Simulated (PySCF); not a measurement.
CF3, SMILES F[C](F)F (connectivity only; charge and spin as stated), charge +1, multiplicity 1.

Coordinates come from a TPSSh-D3(BJ)/def2-TZVP optimisation. The spin state was assumed, not searched. The isomer is the one that the SMILES or the coordinates give; other isomers of the formula were not compared.

Computed with PBE0/def2-TZVPD (PySCF).

Computed frontier levels, gap, dipole moment and polarisability:
highest occupied level: -21.82 eV
lowest empty level: -10.53 eV
orbital gap: 11.29 eV
dipole moment about the centre of nuclear charge: 0.00 D
mean static polarisability: 13.5 bohr³ (2.01 Å³)
polarisability, principal values: 9.8, 15.4, 15.4 bohr³
